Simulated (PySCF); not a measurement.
**Assigning NMR signals**

Numbering as in the mapped SMILES `[CH3:1][N:2]([CH3:3])[CH2:4]/[CH:5]=[N:6]\[SiH:7]([CH3:8])[CH3:9]`. Each H is labelled by its parent atom.

Theory: GFN2-xTB geometry, shielding tensors at PBE0/pcSseg-1 (GIAO), in PySCF 2.14 (averaged over atoms made equivalent by symmetry, fast rotation or ring inversion, in vacuum, no relativistic terms, one computed conformer).

Referencing at the same level of theory: TMS for $^{13}$C (σref 186.93), $^{1}$H (σref 31.72).

(1) Assign these signals to the numbered atoms. $^{13}$C{$^{1}$H} NMR (computed): δ 184.0 (CH), 69.8 (CH2), 47.3 (CH3), -0.6 (CH3).

(2) Assign these signals to the numbered atoms. $^{1}$H NMR (600 MHz, computed): δ 8.69 (t, 1H), 5.50 (sept, 1H), 2.78 (d, 2H), 2.23 (s, 6H), 0.18 (d, 6H).

Results:

(1) 
| δ (ppm) | atoms | environment | reason |
| --- | --- | --- | --- |
| 184.0 | C5 | C=N carbon | – |
| 69.8 | C4 | sp3 CH2 bonded to N | deshielded by the electronegative neighbour |
| 47.3 | C1/C3 | methyl carbon bonded to N | the inductive effect lowers its shielding |
| -0.6 | C8/C9 | methyl carbon bonded to Si | an electropositive neighbour leaves it electron-rich and shielded |

(2) 
```tsv
δ (ppm)	atoms	environment	reason
8.69	H(C5)	hydrogen on a C=N carbon	–
5.50	H(Si7)	hydrogen on a silicon bonded to 2 C, N	–
2.78	H(C4)	hydrogen on an sp3 CH2 bonded to N	its carbon carries N, which withdraws density
2.23	H(C1)/H(C3)	hydrogen on a methyl carbon bonded to N	its carbon carries N, which withdraws density
0.18	H(C8)/H(C9)	hydrogen on a methyl carbon bonded to Si	an electropositive neighbour shields it, as in TMS itself
```

Shifts are as computed. Against solution values, carbons near 30 ppm lie about +3 ppm off and those near 130 ppm about +5 ppm. Of 1309 compounds with measured shifts, 239 miss one by over three times the rms of a fit or turn the order of signals round; such compounds aren't used in these exercises. Multiplicities follow the n + 1 count of equivalent neighbours, as no J values were calculated; m marks all less simple cases, F and P coupling included.
